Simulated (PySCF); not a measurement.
**Electron correlation in Pb²⁺ (lead, charge +2)**

[Xe] 4f14 5d10 6s2, closed-shell 1S. Calculation: PySCF 2.14, in ANO-RCC-VTZP (8s7p5d3f2g, 93 functions); the spin-free X2C one-electron Hamiltonian (Gaussian nucleus). Frozen: [Kr] 4d10 4f14; 20 electrons correlated.

MP2 pair energies summed by pair of shells (mhartree):

```tsv
pair	energy	share (%)
5d-5d	-291.05	47.7
5p-5d	-115.88	19.0
5d-6s	-112.37	18.4
5p-5p	-26.82	4.4
6s-6s	-20.10	3.3
5s-5d	-18.05	3.0
5s-5p	-12.07	2.0
5p-6s	-11.21	1.8
5s-5s	-1.80	0.3
5s-6s	-0.65	0.1
```

Total MP2 correlation energy: -609.99 mhartree.

Same-spin part -209.58 and opposite-spin part -400.41 mhartree; SCS-MP2 scales them by 1/3 and 6/5 to -550.36 mhartree.
